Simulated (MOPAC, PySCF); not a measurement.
C4H6O, SMILES `C=C(C)C=O` (C–C–C–O torsion 180°), neutral singlet in the gas phase. 

Cartesian coordinates (Å):
```xyz
11

C      0.1120     1.4751    -0.1782
C      0.0797     0.1420    -0.1207
C     -1.1523    -0.6948    -0.2614
C      1.3609    -0.5634     0.0990
O      1.4714    -1.7643     0.1711
H     -0.7802     2.0675    -0.3360
H      1.0464     2.0130    -0.0671
H     -2.0352    -0.0769    -0.4189
H     -1.3000    -1.3082     0.6296
H     -1.0482    -1.3888    -1.0977
H      2.2455     0.0989     0.1972
```
Charge 0, multiplicity 1.

All levels are single points at this geometry (B3LYP-D3(BJ)/def2-TZVP); Pople sets use spherical d functions. Orbital energies aren't observables, and empty levels follow the basis.

```csv
level,HOMO (eV),LUMO (eV),gap (eV),dipole (D),"vertical IE, Delta-SCF (eV)"
B3LYP-D3(BJ)/def2-TZVP in PySCF,-7.29,-1.95,5.33,2.97,9.79
PBE-D3(BJ)/def2-TZVP in PySCF,-5.88,-2.74,3.14,2.81,–
HF/3-21G in PySCF,-10.29,2.75,13.04,3.12,–
HF/6-31G* in PySCF,-10.32,2.72,13.03,3.28,–
HF/STO-3G in PySCF,-8.40,6.23,14.62,1.77,–
AM1 in MOPAC,-10.51,0.00,10.50,2.61,–
PM3 in MOPAC,-10.53,-0.16,10.37,2.55,–
PM6 in MOPAC,-10.14,-0.47,9.66,2.90,–
PM7 in MOPAC,-10.23,-0.38,9.85,2.73,–
```
